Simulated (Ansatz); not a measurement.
IZn (SMILES [Zn+][I]), charge +1, singlet, geometry from GFN2-xTB (such geometries of metal compounds can be far from the true shape) (core potentials on I).

Input for Ansatz (an electronic-structure program):
Ansatz 0.2 input:
```yaml
crystal:
  periodic: [false, false, false]
  atoms:
    - {symbol: Zn, position_ang: [-0.00000000, -0.00000000, -1.52043851]}
    - {symbol: I, position_ang: [0.00000000, 0.00000000, 0.86062557]}
basis:
  gaussian:
    orbitals: def2-SVP
hamiltonian:
  xc: hf
total_charge: 1
```

**Question.** What total energy does Ansatz with HF/def2-SVP give?

**Answer.** -2073.9686 Eh

**Question.** Predict the number of basis functions from HF/def2-SVP.

**Answer.** 57
